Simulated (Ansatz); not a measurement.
Relaxation of C2H5FGeO (10 atoms, charge 0, multiplicity 1), to a largest force component of 0.015 eV/Å in at most 40 steps.

Theory: Ansatz, RKS revPBE/def2-SVP.

```xyz
10
Properties=species:S:1:pos:R:3
C -0.802 -0.036 1.120
C -0.121 0.649 -0.061
O 1.195 0.588 0.065
Ge 0.809 -0.579 -1.262
F 1.260 0.074 -2.812
H -0.928 0.755 1.938
H -0.293 -0.895 1.480
H -1.834 -0.261 0.779
H -0.464 1.636 -0.435
H 1.261 -1.983 -0.808
```

Problem. Where does it end, and by what steps?

Solution. It converged. After 9 steps the energy has fallen by 0.698 eV; H10 moved furthest, 0.41 Å.

| step | energy less start (eV) | largest force component (eV/Å) | accepted |
| --- | --- | --- | --- |
| 0 | 0.0000 | 5.316 | yes |
| 1 | -0.6033 | 1.160 | yes |
| 2 | -0.6790 | 0.445 | yes |
| 3 | -0.6776 | 0.445 | no |
| 4 | -0.6938 | 0.262 | yes |
| 5 | -0.6967 | 0.064 | yes |
| 6 | -0.6972 | 0.040 | yes |
| 7 | -0.6976 | 0.035 | yes |
| 8 | -0.6977 | 0.020 | yes |
| 9 | -0.6978 | 0.012 | yes |

```xyz
10
Properties=species:S:1:pos:R:3
C -0.908 0.049 1.177
C -0.125 0.539 -0.023
O 1.296 0.570 0.091
Ge 0.816 -0.605 -1.294
F 1.330 0.074 -2.844
H -0.802 0.796 1.996
H -0.528 -0.918 1.561
H -1.987 -0.049 0.941
H -0.572 1.433 -0.516
H 1.563 -1.940 -1.087
```

Whether the end is a true minimum wasn't checked by a vibrational analysis.

Time of the run: 21 s on 2 threads of Arm Neoverse V2, with other jobs on the host, peak memory 0.16 GiB.
